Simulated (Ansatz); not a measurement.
A short molecular-dynamics run on F$_{2}$H$_{4}$N$_{2}$Sn, SMILES `[NH2][Sn]([NH2])([F])[F]`.

```yaml
crystal:
  periodic: [false, false, false]
  atoms:
    - {symbol: N, position_ang: [-1.307937, 1.120167, -0.425315]}
    - {symbol: Sn, position_ang: [0.318420, -0.017998, -0.326898]}
    - {symbol: N, position_ang: [0.456392, -1.092942, 1.339159]}
    - {symbol: F, position_ang: [0.501041, -1.299560, -1.733915]}
    - {symbol: F, position_ang: [1.764284, 1.194410, -0.634884]}
    - {symbol: H, position_ang: [-2.169039, 0.597853, -0.522268]}
    - {symbol: H, position_ang: [-1.259595, 1.809219, -1.164887]}
    - {symbol: H, position_ang: [0.622883, -0.541272, 2.170826]}
    - {symbol: H, position_ang: [1.161950, -1.816078, 1.281084]}
basis:
  gaussian: {orbitals: def2-SVP}
hamiltonian: {xc: {name: PBE}, dispersion: d3bjatm}
md: {timestep: 2 fs, n_steps: 30, ensemble: nve, temperature: 1000, initial_velocities: maxwell_boltzmann, seed: 641}
```

```sh
$ ansatz run in.yaml --threads 4 --pin off --events-out ev --progress --plain --max-ram 10444MiB
```

```tsv
step	time (fs)	potential energy (eV)	kinetic (eV)	T (K)	conserved (eV)
0	0.0	-14296.5744	0.9048	1000	-14295.6696
1	2.0	-14296.0302	0.6474	716	-14295.3828
2	4.0	-14296.2449	0.8092	894	-14295.4357
3	6.0	-14295.9076	0.5087	562	-14295.3989
4	8.0	-14296.1241	0.6977	771	-14295.4264
5	10.0	-14295.8827	0.5207	576	-14295.3620
6	12.0	-14296.2058	0.6196	685	-14295.5862
7	14.0	-14296.1180	0.5858	647	-14295.5321
8	16.0	-14296.0292	0.5750	636	-14295.4541
9	18.0	-14296.3618	0.7597	840	-14295.6022
10	20.0	-14296.0224	0.6129	677	-14295.4095
11	22.0	-14296.2882	0.8468	936	-14295.4414
12	24.0	-14295.9728	0.5899	652	-14295.3829
13	26.0	-14296.2368	0.7617	842	-14295.4751
14	28.0	-14295.9683	0.5428	600	-14295.4255
15	30.0	-14296.0913	0.5362	593	-14295.5552
16	32.0	-14295.9843	0.4737	524	-14295.5105
17	34.0	-14295.7918	0.3374	373	-14295.4544
18	36.0	-14296.0019	0.4479	495	-14295.5540
19	38.0	-14295.6055	0.1967	217	-14295.4088
20	40.0	-14295.8504	0.3328	368	-14295.5176
21	42.0	-14295.6712	0.1937	214	-14295.4775
22	44.0	-14295.7726	0.2906	321	-14295.4820
23	46.0	-14295.8226	0.3036	336	-14295.5191
24	48.0	-14295.7272	0.2519	278	-14295.4753
25	50.0	-14295.8672	0.3905	432	-14295.4767
26	52.0	-14295.6957	0.2872	317	-14295.4086
27	54.0	-14296.0483	0.5328	589	-14295.5155
28	56.0	-14295.8672	0.4466	494	-14295.4206
29	58.0	-14296.0746	0.5689	629	-14295.5057
30	60.0	-14296.0104	0.5264	582	-14295.4840
```

Velocities are drawn at the set temperature; a run this short doesn't reach equilibrium.

Frames (Å, forces in eV/Å):

```xyz
9
time=0.0 fs
N    -1.308    1.120   -0.425   -0.180    0.375    0.548
Sn    0.318   -0.018   -0.327   -0.348    0.014    0.366
N     0.456   -1.093    1.339   -0.554   -0.342    0.225
F     0.501   -1.300   -1.734    0.110   -0.792   -0.870
F     1.764    1.194   -0.635    0.894    0.750   -0.188
H    -2.169    0.598   -0.522   -0.550   -0.354   -0.068
H    -1.260    1.809   -1.165    0.051    0.438   -0.486
H     0.623   -0.541    2.171    0.113    0.372    0.530
H     1.162   -1.816    1.281    0.463   -0.461   -0.057
9
time=2.0 fs
N    -1.295    1.134   -0.435   -1.002   -4.273    5.160
Sn    0.315   -0.023   -0.320   -0.218    0.521   -0.384
N     0.454   -1.073    1.323    1.232   -3.638   -0.486
F     0.517   -1.291   -1.740    0.086   -0.774   -0.820
F     1.761    1.199   -0.651    0.704    0.597   -0.131
H    -2.174    0.622   -0.509   -0.165   -0.082   -0.019
H    -1.220    1.749   -1.104    0.479    4.856   -5.218
H     0.635   -0.509    2.121    0.537    0.553    1.335
H     1.164   -1.919    1.207   -1.652    2.240    0.562
9
time=4.0 fs
N    -1.285    1.137   -0.430   -0.377    2.265   -1.642
Sn    0.311   -0.028   -0.313    0.015    0.975   -1.296
N     0.454   -1.064    1.305    1.234   -2.555    1.593
F     0.533   -1.285   -1.747    0.072   -0.734   -0.737
F     1.758    1.205   -0.667    0.485    0.423   -0.049
H    -2.186    0.643   -0.497    0.099    0.163   -0.225
H    -1.161    1.874   -1.243   -0.537   -1.802    1.828
H     0.668   -0.456    2.122    0.239   -0.834   -0.286
H     1.103   -1.936    1.154   -1.229    2.099    0.813
9
time=6.0 fs
N    -1.276    1.146   -0.430   -0.315    3.262   -2.718
Sn    0.308   -0.033   -0.307    0.165    1.418   -2.092
N     0.458   -1.062    1.291   -0.896    1.261    3.210
F     0.549   -1.280   -1.756    0.036   -0.639   -0.590
F     1.757    1.212   -0.684    0.249    0.220    0.054
H    -2.194    0.670   -0.493    0.281    0.265   -0.292
H    -1.124    1.930   -1.312   -0.798   -2.880    3.005
H     0.710   -0.435    2.113   -0.027   -1.428   -0.923
H     0.995   -1.873    1.132    1.305   -1.479    0.348
9
time=8.0 fs
N    -1.268    1.164   -0.437   -0.313    2.149   -1.703
Sn    0.304   -0.037   -0.301    0.266    1.786   -2.701
N     0.460   -1.056    1.286   -1.949    1.735    2.608
F     0.566   -1.276   -1.766   -0.027   -0.504   -0.392
F     1.756    1.219   -0.700    0.021    0.018    0.152
H    -2.191    0.708   -0.501    0.179    0.134   -0.192
H    -1.117    1.876   -1.266   -0.584   -1.709    1.858
H     0.751   -0.468    2.068    0.285   -0.461    0.376
H     0.936   -1.867    1.123    2.122   -3.149   -0.008
9
time=10.0 fs
N    -1.261    1.187   -0.449   -1.308   -3.992    5.330
Sn    0.301   -0.041   -0.296    0.412    2.085   -3.157
N     0.456   -1.045    1.289    0.100   -4.520    0.470
F     0.582   -1.273   -1.776   -0.111   -0.353   -0.172
F     1.756    1.227   -0.716   -0.182   -0.164    0.235
H    -2.181    0.751   -0.516   -0.139   -0.150    0.029
H    -1.132    1.757   -1.149    0.908    4.560   -5.447
H     0.803   -0.520    2.037    1.010    0.818    2.024
H     0.959   -1.981    1.114   -0.690    1.716    0.688
9
time=12.0 fs
N    -1.258    1.200   -0.446    0.040    0.324    0.471
Sn    0.297   -0.044   -0.292    0.671    2.163   -3.461
N     0.453   -1.047    1.293    1.626   -4.112    2.875
F     0.598   -1.271   -1.787   -0.176   -0.221    0.017
F     1.755    1.234   -0.732   -0.353   -0.313    0.320
H    -2.177    0.787   -0.529   -0.599   -0.413   -0.014
H    -1.112    1.812   -1.240    0.076    0.436   -0.485
H     0.893   -0.539    2.084   -0.134   -0.443   -0.283
H     0.956   -2.029    1.132   -1.150    2.579    0.560
9
time=14.0 fs
N    -1.254    1.213   -0.442   -0.082    2.373   -2.498
Sn    0.294   -0.046   -0.290    0.902    2.000   -3.381
N     0.454   -1.060    1.305    1.408   -1.138    4.244
F     0.614   -1.269   -1.799   -0.235   -0.098    0.202
F     1.753    1.240   -0.746   -0.491   -0.446    0.408
H    -2.195    0.808   -0.544    0.099   -0.122   -0.027
H    -1.090    1.884   -1.350   -0.456   -1.977    2.593
H     0.978   -0.576    2.120   -1.043   -0.816   -1.513
H     0.908   -1.979    1.171   -0.103    0.224   -0.028
9
time=16.0 fs
N    -1.251    1.234   -0.445   -0.698    1.832   -2.463
Sn    0.291   -0.047   -0.288    1.036    1.653   -2.933
N     0.458   -1.076    1.328   -1.039    3.224    3.495
F     0.629   -1.268   -1.809   -0.298    0.022    0.386
F     1.750    1.246   -0.760   -0.597   -0.557    0.485
H    -2.210    0.825   -0.559    0.768    0.130    0.086
H    -1.085    1.880   -1.361   -0.389   -1.819    2.489
H     1.024   -0.644    2.098   -0.667    0.034   -0.615
H     0.857   -1.920    1.209    1.883   -4.518   -0.930
9
time=18.0 fs
N    -1.249    1.259   -0.455   -0.919   -0.844    1.001
Sn    0.289   -0.049   -0.287    1.134    1.347   -2.427
N     0.460   -1.084    1.361   -0.709   -2.794   -0.190
F     0.644   -1.266   -1.819   -0.371    0.125    0.545
F     1.746    1.250   -0.774   -0.663   -0.625    0.529
H    -2.195    0.846   -0.571    0.405   -0.043    0.200
H    -1.095    1.807   -1.276    0.369    0.826   -1.113
H     1.044   -0.711    2.053    1.253    1.412    1.729
H     0.877   -2.034    1.211   -0.499    0.597   -0.274
9
time=20.0 fs
N    -1.250    1.282   -0.462   -0.576   -3.118    4.990
Sn    0.287   -0.049   -0.287    1.224    1.076   -1.936
N     0.460   -1.099    1.394    0.686   -3.628    0.042
F     0.657   -1.264   -1.828   -0.432    0.200    0.656
F     1.741    1.253   -0.786   -0.691   -0.659    0.559
H    -2.165    0.866   -0.575   -0.682   -0.487    0.148
H    -1.090    1.765   -1.234    1.243    3.366   -5.067
H     1.112   -0.723    2.074    0.382    0.610    0.414
H     0.879   -2.125    1.203   -1.153    2.641    0.193
9
time=22.0 fs
N    -1.253    1.296   -0.455    1.237    1.368   -1.766
Sn    0.285   -0.049   -0.288    1.286    0.734   -1.497
N     0.462   -1.124    1.426    1.650   -1.210    1.127
F     0.670   -1.262   -1.835   -0.458    0.238    0.723
F     1.734    1.255   -0.796   -0.675   -0.660    0.586
H    -2.161    0.867   -0.574   -0.760   -0.419   -0.130
H    -1.039    1.852   -1.386   -0.485   -1.234    2.021
H     1.194   -0.713    2.110   -1.215   -0.499   -1.264
H     0.836   -2.115    1.202   -0.580    1.684    0.199
9
time=24.0 fs
N    -1.252    1.314   -0.453    0.359    1.378   -2.981
Sn    0.284   -0.049   -0.289    1.223    0.428   -1.036
N     0.469   -1.152    1.462    0.068    3.646    1.419
F     0.683   -1.259   -1.841   -0.478    0.263    0.784
F     1.726    1.255   -0.806   -0.625   -0.644    0.606
H    -2.186    0.852   -0.578    0.584    0.297   -0.118
H    -1.005    1.892   -1.461   -0.929   -2.016    3.260
H     1.230   -0.721    2.099   -1.244   -0.667   -1.169
H     0.772   -2.041    1.209    1.042   -2.684   -0.767
9
time=26.0 fs
N    -1.250    1.336   -0.459   -0.272    0.169   -1.899
Sn    0.283   -0.049   -0.291    1.089    0.250   -0.617
N     0.475   -1.170    1.502   -1.702    1.967   -0.940
F     0.694   -1.256   -1.846   -0.504    0.272    0.824
F     1.716    1.255   -0.814   -0.548   -0.597    0.601
H    -2.188    0.848   -0.586    1.041    0.595   -0.023
H    -1.008    1.854   -1.411   -0.688   -1.210    2.045
H     1.218   -0.755    2.042    0.824    0.298    0.467
H     0.747   -2.069    1.186    0.760   -1.746   -0.458
9
time=28.0 fs
N    -1.249    1.358   -0.470   -1.060   -3.306    4.766
Sn    0.282   -0.049   -0.293    0.947    0.174   -0.268
N     0.477   -1.183    1.539   -2.211   -1.945   -3.260
F     0.704   -1.252   -1.848   -0.531    0.269    0.831
F     1.706    1.252   -0.822   -0.448   -0.528    0.578
H    -2.151    0.867   -0.595    0.060    0.141    0.054
H    -1.036    1.770   -1.282    1.163    2.575   -4.773
H     1.238   -0.777    2.003    2.222    0.797    1.158
H     0.751   -2.164    1.146   -0.142    1.822    0.913
9
time=30.0 fs
N    -1.251    1.371   -0.469    1.359   -0.912    2.031
Sn    0.282   -0.049   -0.295    0.805    0.045   -0.072
N     0.473   -1.202    1.567    0.755   -0.606   -1.802
F     0.713   -1.248   -1.849   -0.531    0.244    0.793
F     1.695    1.249   -0.828   -0.313   -0.426    0.550
H    -2.112    0.892   -0.602   -1.629   -0.768   -0.163
H    -1.020    1.785   -1.336    0.444    1.038   -1.822
H     1.343   -0.769    2.009   -0.708   -0.752   -0.579
H     0.750   -2.189    1.141   -0.183    2.137    1.064
9
time=32.0 fs
N    -1.249    1.382   -0.461    1.271    0.597   -2.235
Sn    0.282   -0.049   -0.296    0.623   -0.126    0.074
N     0.471   -1.222    1.590    1.600    2.047   -0.592
F     0.721   -1.243   -1.849   -0.513    0.196    0.742
F     1.682    1.245   -0.833   -0.142   -0.300    0.518
H    -2.134    0.887   -0.615   -0.399   -0.105   -0.120
H    -0.987    1.840   -1.460   -0.726   -1.126    2.458
H     1.421   -0.790    1.993   -1.991   -1.111   -0.939
H     0.741   -2.133    1.176    0.278   -0.072    0.094
9
time=34.0 fs
N    -1.244    1.394   -0.460   -0.238   -0.039   -2.902
Sn    0.282   -0.048   -0.298    0.396   -0.289    0.259
N     0.474   -1.236    1.611    0.221    4.361    0.041
F     0.727   -1.238   -1.847   -0.496    0.137    0.683
F     1.670    1.241   -0.837    0.044   -0.155    0.476
H    -2.173    0.878   -0.633    1.170    0.719    0.157
H    -0.982    1.851   -1.490   -0.793   -1.319    2.882
H     1.423   -0.854    1.940   -1.131   -0.316   -0.237
H     0.744   -2.079    1.215    0.826   -3.100   -1.359
9
time=36.0 fs
N    -1.239    1.406   -0.467   -0.815   -1.216   -0.728
Sn    0.282   -0.048   -0.300    0.152   -0.379    0.492
N     0.477   -1.238    1.633   -1.812   -0.172   -2.589
F     0.733   -1.233   -1.843   -0.483    0.066    0.600
F     1.658    1.236   -0.839    0.233    0.008    0.414
H    -2.166    0.897   -0.645    1.070    0.637    0.315
H    -1.008    1.812   -1.409   -0.077   -0.125    0.526
H     1.381   -0.929    1.879    2.215    1.212    0.980
H     0.778   -2.145    1.203   -0.484   -0.032   -0.009
9
time=38.0 fs
N    -1.237    1.415   -0.476   -0.580   -3.096    5.379
Sn    0.283   -0.048   -0.302   -0.088   -0.414    0.714
N     0.475   -1.241    1.647   -0.200   -1.525   -3.038
F     0.738   -1.227   -1.839   -0.467   -0.015    0.491
F     1.646    1.231   -0.841    0.421    0.174    0.349
H    -2.118    0.940   -0.645   -0.806   -0.395    0.232
H    -1.036    1.768   -1.309    1.618    2.693   -5.527
H     1.424   -0.958    1.855    1.185    0.842    0.639
H     0.793   -2.211    1.189   -1.084    1.736    0.760
9
time=40.0 fs
N    -1.236    1.415   -0.470    2.241    0.448   -0.631
Sn    0.283   -0.049   -0.303   -0.296   -0.521    0.866
N     0.472   -1.248    1.654    2.437   -0.252   -2.180
F     0.742   -1.222   -1.833   -0.427   -0.122    0.356
F     1.635    1.226   -0.843    0.618    0.345    0.290
H    -2.102    0.968   -0.636   -1.987   -1.001   -0.133
H    -1.002    1.828   -1.419   -0.044   -0.226    0.892
H     1.513   -0.955    1.855   -1.671   -0.083   -0.038
H     0.767   -2.211    1.205   -0.871    1.412    0.577
9
time=42.0 fs
N    -1.229    1.417   -0.466    0.353    0.375   -2.848
Sn    0.283   -0.049   -0.304   -0.491   -0.658    1.035
N     0.476   -1.256    1.654    2.197    2.565   -0.942
F     0.745   -1.216   -1.826   -0.384   -0.240    0.216
F     1.626    1.222   -0.844    0.801    0.509    0.239
H    -2.161    0.957   -0.632    0.537    0.258    0.096
H    -0.970    1.878   -1.496   -0.720   -1.350    2.937
H     1.537   -0.955    1.854   -2.202   -0.327   -0.162
H     0.708   -2.156    1.243   -0.090   -1.132   -0.571
9
time=44.0 fs
N    -1.221    1.419   -0.469   -0.965   -0.402   -2.287
Sn    0.284   -0.049   -0.305   -0.676   -0.727    1.258
N     0.486   -1.256    1.651    0.068    3.539   -0.784
F     0.747   -1.211   -1.820   -0.349   -0.355    0.077
F     1.617    1.219   -0.844    0.943    0.647    0.192
H    -2.200    0.957   -0.624    1.763    0.809    0.219
H    -0.965    1.877   -1.460   -0.628   -1.107    2.256
H     1.477   -0.967    1.847   -0.371    0.038    0.169
H     0.645   -2.145    1.259    0.215   -2.443   -1.100
9
time=46.0 fs
N    -1.216    1.421   -0.479   -1.240   -2.296    2.237
Sn    0.283   -0.050   -0.305   -0.791   -0.654    1.498
N     0.497   -1.247    1.647   -3.549   -0.733   -3.024
F     0.749   -1.207   -1.813   -0.329   -0.461   -0.060
F     1.611    1.218   -0.844    1.029    0.739    0.150
H    -2.171    0.987   -0.608    0.850    0.379    0.166
H    -0.985    1.834   -1.338    0.600    1.153   -2.257
H     1.403   -0.978    1.847    3.419    0.847    0.869
H     0.590   -2.228    1.233    0.012    1.027    0.423
9
time=48.0 fs
N    -1.214    1.416   -0.483    1.331   -1.926    4.095
Sn    0.283   -0.051   -0.305   -0.799   -0.554    1.625
N     0.497   -1.240    1.634   -0.809   -0.726   -2.520
F     0.750   -1.204   -1.806   -0.305   -0.559   -0.200
F     1.607    1.218   -0.843    1.061    0.778    0.132
H    -2.110    1.032   -0.585   -2.239   -0.957   -0.134
H    -0.982    1.835   -1.303    1.130    2.081   -3.823
H     1.460   -0.956    1.879    0.303   -0.337   -0.033
H     0.536   -2.271    1.224    0.328    2.199    0.857
9
time=50.0 fs
N    -1.208    1.406   -0.476    2.114    0.919   -1.444
Sn    0.282   -0.052   -0.305   -0.719   -0.529    1.616
N     0.496   -1.235    1.614    1.349    1.265   -1.133
F     0.750   -1.202   -1.799   -0.264   -0.652   -0.329
F     1.605    1.219   -0.843    1.050    0.771    0.143
H    -2.134    1.040   -0.568   -1.295   -0.514   -0.255
H    -0.935    1.915   -1.413   -0.668   -1.116    1.899
H     1.529   -0.948    1.910   -2.093   -1.021   -0.804
H     0.495   -2.231    1.247    0.524    0.877    0.307
9
time=52.0 fs
N    -1.197    1.398   -0.472   -0.600    0.673   -2.514
Sn    0.282   -0.054   -0.303   -0.566   -0.505    1.564
N     0.498   -1.226    1.591    1.302    4.316    0.038
F     0.750   -1.201   -1.793   -0.233   -0.720   -0.416
F     1.606    1.222   -0.842    0.984    0.709    0.178
H    -2.208    1.029   -0.560    1.664    0.560   -0.095
H    -0.914    1.953   -1.451   -1.007   -1.821    2.861
H     1.517   -0.978    1.911   -1.876   -0.730   -0.758
H     0.473   -2.156    1.281    0.331   -2.482   -0.856
9
time=54.0 fs
N    -1.187    1.393   -0.476   -1.589   -0.279   -1.064
Sn    0.281   -0.055   -0.302   -0.347   -0.343    1.488
N     0.504   -1.206    1.568   -1.972    1.565   -1.513
F     0.749   -1.202   -1.788   -0.230   -0.754   -0.464
F     1.608    1.227   -0.840    0.857    0.595    0.216
H    -2.219    1.039   -0.556    2.092    0.634    0.012
H    -0.931    1.920   -1.380   -0.494   -0.903    1.289
H     1.434   -1.037    1.882    1.620    0.321    0.411
H     0.464   -2.177    1.283    0.063   -0.837   -0.374
9
time=56.0 fs
N    -1.181    1.386   -0.482   -1.090   -3.206    4.790
Sn    0.279   -0.057   -0.300   -0.077   -0.036    1.284
N     0.504   -1.181    1.540   -3.319   -1.388   -2.346
F     0.748   -1.204   -1.784   -0.249   -0.751   -0.479
F     1.612    1.233   -0.839    0.687    0.436    0.265
H    -2.149    1.074   -0.552   -0.317   -0.239    0.086
H    -0.967    1.854   -1.259    1.400    2.857   -4.681
H     1.412   -1.083    1.870    2.990    0.629    0.888
H     0.458   -2.229    1.271   -0.026    1.698    0.194
9
time=58.0 fs
N    -1.179    1.371   -0.475    3.359    0.572    0.678
Sn    0.278   -0.058   -0.297    0.227    0.233    0.824
N     0.495   -1.160    1.507    1.171   -1.308   -0.122
F     0.746   -1.208   -1.781   -0.251   -0.731   -0.486
F     1.617    1.239   -0.836    0.509    0.265    0.325
H    -2.091    1.099   -0.544   -3.738   -1.299   -0.131
H    -0.950    1.897   -1.317    0.274    0.225   -0.340
H     1.505   -1.105    1.891   -1.443    0.344   -0.815
H     0.450   -2.217    1.266   -0.107    1.699    0.067
9
time=60.0 fs
N    -1.167    1.357   -0.466   -0.611    1.290   -2.101
Sn    0.277   -0.060   -0.294    0.544    0.392    0.288
N     0.489   -1.143    1.473    2.584    0.600    1.233
F     0.744   -1.213   -1.779   -0.245   -0.695   -0.455
F     1.624    1.246   -0.833    0.340    0.095    0.389
H    -2.177    1.074   -0.542    0.870    0.067    0.028
H    -0.922    1.948   -1.388   -0.569   -1.614    2.310
H     1.543   -1.114    1.881   -2.583    0.455   -1.240
H     0.439   -2.139    1.264   -0.331   -0.590   -0.453
```

It took 30 s on 4 threads of an Arm Neoverse V1 on a shared host, with 0.15 GiB of host memory at the peak.
